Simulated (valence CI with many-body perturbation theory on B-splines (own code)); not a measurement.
**Energy levels of Ne⁴⁺**

Computed by relativistic CI+MBPT: four valence electrons over a frozen Dirac-Fock core [He], radial functions for each j: 11 s, 11 p, 10 d, 8 f, 5 g, 2 h, with the one-electron correlation potential Σ1 (screened to all orders), the two-electron term Σ2, the three-electron term Σ3, Breit, model QED; selected single and double excitations, second order for the rest, scaled by the run's own slope (own B-spline code, finite nucleus).

Set against measurement, 36 paired levels are off by 134 cm⁻¹ on average, the worst by 368. These come from a selection out of NIST levels in Podobedova, Fuhr, Reader and Wiese, J. Phys. Chem. Ref. Data 33, 525 (2004). Levels without a partner in it may be off by more. Among the levels kept, up to 1600 cm⁻¹ of a level comes from second order outside the variational space, and about a tenth of that is noise between levels of different J, which matters for small intervals. 6 measured levels below the end of the list, from 690000 cm⁻¹ on, found no clear computed partner, and computed levels of the same name lie up to 10356 cm⁻¹ from them.

Levels 46 to 90 of 201, with energies above the lowest level, 2s2 2p2 3P_0. "Leading %" is the weight of the configuration and term that name the level; weights of strongly mixed levels are sums over their largest components and can fall short. In the jj column 3d3/2^4 stands for four electrons in 3d with j = 3/2.

```
No.  Configuration  Term  J  E (cm⁻¹)  Leading %       g                   Leading jj
 46      2s2 2p 3d   3P°  1    702100         93   1.491      2s^2 2p3/2 3d3/2 (60 %)
 47      2s2 2p 3d   3P°  0    702280         94              2s^2 2p3/2 3d3/2 (94 %)
 48      2s2 2p 3d   1F°  3    710000         94   1.000      2s^2 2p3/2 3d3/2 (39 %)
 49      2s2 2p 3d   1P°  1    711120         93   1.000      2s^2 2p3/2 3d5/2 (61 %)
 50      2s 2p2 3s    3P  0    718920         91                 2s 2p1/2^2 3s (40 %)
 51      2s 2p2 3s    3P  1    719280         91   1.501     2s 2p1/2 2p3/2 3s (72 %)
 52      2s 2p2 3s    3P  2    719910         91   1.501         2s 2p3/2^2 3s (55 %)
 53      2s 2p2 3p   3S°  1    736870         96   2.002      2s 2p3/2^2 3p3/2 (32 %)
 54      2s 2p2 3p   5D°  0    741320         98              2s 2p1/2^2 3p1/2 (37 %)
 55      2s 2p2 3p   5D°  1    741450         98   1.502  2s 2p1/2 2p3/2 3p1/2 (42 %)
 56      2s 2p2 3p   5D°  2    741700         98   1.501  2s 2p1/2 2p3/2 3p1/2 (44 %)
 57      2s 2p2 3p   5D°  3    742060         98   1.501  2s 2p1/2 2p3/2 3p3/2 (57 %)
 58      2s 2p2 3p   5D°  4    742530         98   1.501      2s 2p3/2^2 3p3/2 (65 %)
 59      2s 2p2 3p   5P°  1    746510         99   2.502  2s 2p1/2 2p3/2 3p1/2 (44 %)
 60      2s 2p2 3p   5P°  2    746720         99   1.834  2s 2p1/2 2p3/2 3p3/2 (28 %)
 61      2s 2p2 3p   5P°  3    747090         99   1.667  2s 2p1/2 2p3/2 3p3/2 (42 %)
 62      2s 2p2 3p   3D°  1    757530         97   0.499  2s 2p1/2 2p3/2 3p3/2 (48 %)
 63      2s 2p2 3p   3D°  2    757850         97   1.167  2s 2p1/2 2p3/2 3p3/2 (48 %)
 64      2s 2p2 3p   3D°  3    758330         97   1.334      2s 2p3/2^2 3p3/2 (37 %)
 65      2s 2p2 3p   5S°  2    760760         97   2.002  2s 2p1/2 2p3/2 3p3/2 (35 %)
 66      2s 2p2 3p   3P°  0    765420         97          2s 2p1/2 2p3/2 3p3/2 (67 %)
 67      2s 2p2 3p   3P°  1    765550         97   1.500  2s 2p1/2 2p3/2 3p3/2 (36 %)
 68      2s 2p2 3p   3P°  2    765800         97   1.501  2s 2p1/2 2p3/2 3p3/2 (30 %)
 69      2s 2p2 3s    3D  3    778080         95   1.334     2s 2p1/2 2p3/2 3s (62 %)
 70      2s 2p2 3s    3D  2    778090         95   1.167     2s 2p1/2 2p3/2 3s (63 %)
 71      2s 2p2 3s    3D  1    778100         95   0.498     2s 2p1/2 2p3/2 3s (64 %)
 72      2s 2p2 3d    5F  1    788280         98  -0.001  2s 2p1/2 2p3/2 3d3/2 (42 %)
 73      2s 2p2 3d    5F  2    788420         98   1.001  2s 2p1/2 2p3/2 3d3/2 (49 %)
 74      2s 2p2 3d    5F  3    788610         98   1.251  2s 2p1/2 2p3/2 3d3/2 (41 %)
 75      2s 2p2 3d    5F  4    788880         98   1.351  2s 2p1/2 2p3/2 3d5/2 (52 %)
 76      2s 2p2 3d    5F  5    789210         98   1.401      2s 2p3/2^2 3d5/2 (65 %)
 77      2s 2p2 3s    1D  2    792060         93   1.000     2s 2p1/2 2p3/2 3s (62 %)
 78      2s 2p2 3d    5D  0    795070         98          2s 2p1/2 2p3/2 3d3/2 (81 %)
 79      2s 2p2 3d    5D  1    795090         98   1.503  2s 2p1/2 2p3/2 3d3/2 (58 %)
 80      2s 2p2 3d    5D  2    795130         97   1.503  2s 2p1/2 2p3/2 3d3/2 (28 %)
 81      2s 2p2 3d    5D  3    795210         97   1.502  2s 2p1/2 2p3/2 3d5/2 (24 %)
 82      2s 2p2 3d    5D  4    795390         98   1.500  2s 2p1/2 2p3/2 3d5/2 (51 %)
 83      2s 2p2 3d    5P  3    798490         96   1.666  2s 2p1/2 2p3/2 3d5/2 (47 %)
 84      2s 2p2 3d    5P  2    798770         96   1.831      2s 2p3/2^2 3d3/2 (30 %)
 85      2s 2p2 3d    5P  1    798940         97   2.499      2s 2p3/2^2 3d3/2 (51 %)
 86      2s 2p2 3d    3P  2    800660         97   1.501  2s 2p1/2 2p3/2 3d5/2 (30 %)
 87      2s2 2p 4s   3P°  0    801000         91                 2s^2 2p1/2 4s (91 %)
 88      2s 2p2 3d    3P  1    801060         97   1.501      2s 2p3/2^2 3d5/2 (43 %)
 89      2s 2p2 3d    3P  0    801260         97              2s 2p3/2^2 3d5/2 (63 %)
 90      2s2 2p 4s   3P°  1    801330         89   1.487         2s^2 2p1/2 4s (74 %)
```
